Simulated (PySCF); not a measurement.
## Rb⁺: ionisation energy

Rb⁺ [Kr] (1S) → Rb²⁺ [Ar] 3d10 4s2 4p5 (2P), as a difference of total energies. Computed with PySCF 2.14 in Sapporo-DKH3-DZP-2012 (7s6p2d, 35 functions), with scalar relativity by spin-free X2C-1e. Correlated levels: valence: [Ar] 3d10 4s2 frozen. The calculations carry no spin-orbit coupling.

```json
{"method": "UHF", "ionisation energy (eV)": "26.451"}
{"method": "TPSS", "ionisation energy (eV)": "27.450"}
{"method": "MN15", "ionisation energy (eV)": "27.349"}
{"method": "MP2 (valence)", "ionisation energy (eV)": "27.437"}
{"method": "SCS-MP2 (valence)", "ionisation energy (eV)": "27.382"}
{"method": "CCSD (valence)", "ionisation energy (eV)": "27.405"}
{"method": "CCSD(T) (valence)", "ionisation energy (eV)": "27.408"}
```

**Question.** How much does correlation contribute at CCSD(T) (valence)?

**Answer.** 27.408 − (26.451) = 0.957 eV, measured against UHF.

The reference lies between the lowest fine-structure levels, while these numbers refer to the centres of the terms.

Errors of the correlated levels include the incompleteness of this basis and the frozen core.

For comparison: 27.290 eV (measured; NIST Atomic Spectra Database, ionization energies).
